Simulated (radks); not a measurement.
Results of a calculation; reference values are marked as such.
Q: Ionisation of Zr+, [Kr] 4d2 5s1, to Zr2+, [Kr] 4d2, under several functionals. Dirac Kohn-Sham, spin-unpolarised, spherical densities, finite nucleus; open shells are shared between the two j in proportion to 2j + 1; a radial shooting solver on a logarithmic mesh with Libxc functionals. Known Delta-SCF values: LDA (Slater exchange, VWN5 correlation) 13.233 eV. What does RPBE give, and what is its highest occupied eigenvalue?

A: 12.803 eV by Delta-SCF; the 5s1/2 eigenvalue is -9.809 eV. NIST: 13.130 eV (measured).

Beside tabulated values, note that spin-unpolarised runs miss the spin-polarisation part of the exchange energy of open shells.
